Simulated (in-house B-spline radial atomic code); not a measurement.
A radial electron density 4πr²n(r) was computed for an atom or ion in its tabulated ground configuration with a B-spline radial code for spherical atoms; method: non-relativistic PW91, spin-polarised, spherical fractional occupations. Columns: r (bohr), 4πr²n(r) (electrons per bohr), bar.

```
   0.015  0.08893 #
  0.0175   0.1186 #
  0.0205   0.1589 ##
   0.024   0.2118 ##
   0.028   0.2791 ###
  0.0328   0.3686 ####
  0.0383   0.4809 #####
  0.0448   0.6246 #######
  0.0524   0.8041 #########
  0.0613    1.025 ###########
  0.0717    1.291 ##############
  0.0839    1.604 ##################
  0.0981     1.96 ######################
   0.115    2.357 ##########################
   0.134    2.757 ###############################
   0.157    3.163 ###################################
   0.184    3.523 ########################################
   0.215    3.789 ##########################################
   0.251    3.923 ############################################
   0.294    3.887 ############################################
   0.344    3.659 #########################################
   0.402    3.251 ####################################
    0.47      2.7 ##############################
    0.55    2.077 #######################
   0.643    1.475 #################
   0.752   0.9723 ###########
    0.88   0.6226 #######
    1.03   0.4392 #####
     1.2   0.3941 ####
    1.41   0.4312 #####
    1.65   0.4823 #####
    1.93   0.4934 ######
    2.25    0.443 #####
    2.63   0.3404 ####
    3.08   0.2191 ##
     3.6   0.1182 #
    4.21  0.05258 #
    4.93  0.01882 
    5.77 0.005079 
    6.74 0.0009471 
    7.89 0.0001214
```

**Question.** Which atom or ion is it?
A. Li+
B. Be+
C. Be
D. C3+

**Answer.** B. The area under the curve, ∫4πr²n dr = ∫r·4πr²n d(ln r) on this logarithmic grid, is 3 electrons; among the options with that count, the innermost peak, which lies near 1/Z bohr, picks Z = 4. The configuration is [He] 2s1.
